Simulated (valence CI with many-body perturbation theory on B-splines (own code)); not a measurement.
# Gd58+: calculated level list

Calculated by relativistic CI+MBPT: four valence electrons over a frozen Dirac-Fock core [He], a basis of 11 s, 11 p, 10 d, 8 f, 5 g, 2 h functions for each j, with the one-electron correlation potential Σ1, the two-electron term Σ2, the three-electron term Σ3, Breit, model QED; selected CI, second order for the rest, scaled by the run's own slope (own B-spline code, finite nucleus).

The last digits are not significant, and no measured levels were compared; by estimate large intervals hold to a few tenths of a per cent, small ones and those within an open d or f shell to about a per cent. Among the levels kept, up to 920 cm⁻¹ of a level comes from second order outside the variational space, and about a tenth of that is noise between levels of different J, which matters for small intervals.

Levels 181 to 207 of 207, with energies above the lowest level, (2s^2 2p1/2^2) J=0. "Leading %" is the weight of the configuration and term that name the level; weights of strongly mixed levels are sums over their largest components and can fall short. In the jj column 3d3/2^4 stands for four electrons in 3d with j = 3/2. Lifetimes count E1, E2, E3, M1 and M2 decay at the calculated energies, and are blank where another channel may lead or the interval is too uncertain; long ones can be off by a factor of two.

```csv
No.,Configuration,Term,J,E (eV),Leading %,Second component,Lifetime,Leading jj
181,2s2p²3d,³D,1,9584.9,68,11 % 2s2p²3d ³P,1.35 fs,2s 2p3/2^2 3d3/2 (97 %)
182,2s2p²3d,³P,0,9591.8,71,26 % 2s2p²3d ¹S,852 as,2s 2p3/2^2 3d3/2 (84 %)
183,2s2p²3d,³F,4,9621.0,64,15 % 2s2p²3d ¹G,82.0 fs,2s 2p3/2^2 3d5/2 (97 %)
184,2s2p²3d,³D,3,9623.6,76,5 % 2s2p²3d ³F,35.1 fs,2s 2p3/2^2 3d5/2 (99 %)
185,2s2p²3d,³D,3,9629.2,47,22 % 2s2p²3d ¹F,1.00 fs,2s 2p3/2^2 3d5/2 (98 %)
186,2s2p²3d,¹D,2,9636.9,50,27 % 2s2p²3d ³D,6.60 fs,2s 2p3/2^2 3d5/2 (96 %)
187,2s2p²3d,³P,1,9640.0,37,29 % 2s2p²3d ¹P,1.01 fs,2s 2p3/2^2 3d5/2 (96 %)
188,2s2p²3d,¹D,2,9653.5,37,26 % 2s2p²3d ³P,650 as,2s 2p3/2^2 3d5/2 (94 %)
189,2p³3p,⁵P,3,9672.8,54,24 % 2p³3p ³F,4.32 fs,2p1/2 2p3/2^2 3p3/2 (99 %)
190,2p³3p,³P,2,9675.5,38,29 % 2p³3p ³D,3.69 fs,2p1/2 2p3/2^2 3p3/2 (97 %)
191,2p³3p,³P,0,9675.5,99,,3.90 fs,2p1/2 2p3/2^2 3p3/2 (98 %)
192,2p³3p,¹P,1,9690.1,48,27 % 2p³3p ³D,3.84 fs,2p1/2 2p3/2^2 3p3/2 (98 %)
193,2p³3p,³D,3,9695.4,68,29 % 2p³3p ¹F,4.33 fs,2p1/2 2p3/2^2 3p3/2 (99 %)
194,2p³3p,³F,4,9696.3,98,,4.49 fs,2p1/2 2p3/2^2 3p3/2 (98 %)
195,2p³3p,³P,1,9722.3,77,14 % 2p³3p ¹P,4.08 fs,2p1/2 2p3/2^2 3p3/2 (99 %)
196,2p³3p,¹D,2,9734.8,51,27 % 2p³3p ³P,4.29 fs,2p1/2 2p3/2^2 3p3/2 (99 %)
197,2p³3d,⁵D°,1,9742.8,46,40 % 2p³3d ³D°,8.21 fs,2p1/2 2p3/2^2 3d3/2 (99 %)
198,2p³3d,³F°,2,9744.3,40,37 % 2p³3d ⁵D°,10.2 fs,2p1/2 2p3/2^2 3d3/2 (98 %)
199,2p³3d,⁵D°,0,9745.3,54,25 % 2p³3d ¹S°,5.17 fs,2p1/2 2p3/2^2 3d3/2 (99 %)
200,2p³3d,³G°,3,9750.2,40,22 % 2p³3d ³D°,5.39 fs,2p1/2 2p3/2^2 3d3/2 (98 %)
201,2p³3p,³P,1,9752.4,50,28 % 2p³3p ³S,4.06 fs,2p1/2 2p3/2^2 3p3/2 (100 %)
202,2p³3p,³D,2,9755.5,45,35 % 2p³3p ¹D,4.04 fs,2p1/2 2p3/2^2 3p3/2 (99 %)
203,2p³3d,³G°,4,9764.1,52,36 % 2p³3d ¹G°,131 fs,2p1/2 2p3/2^2 3d3/2 (100 %)
204,2p³3d,³F°,3,9778.7,40,34 % 2p³3d ³D°,1.11 fs,2p1/2 2p3/2^2 3d3/2 (98 %)
205,2p³3d,³P°,2,9780.5,35,31 % 2p³3d ³D°,1.09 fs,2p1/2 2p3/2^2 3d3/2 (96 %)
206,2p³3d,³P°,1,9786.4,37,30 % 2p³3d ³S°,969 as,2p1/2 2p3/2^2 3d3/2 (95 %)
207,2p³3d,⁵D°,4,9796.9,55,20 % 2p³3d ³G°,126 fs,2p1/2 2p3/2^2 3d5/2 (100 %)
```
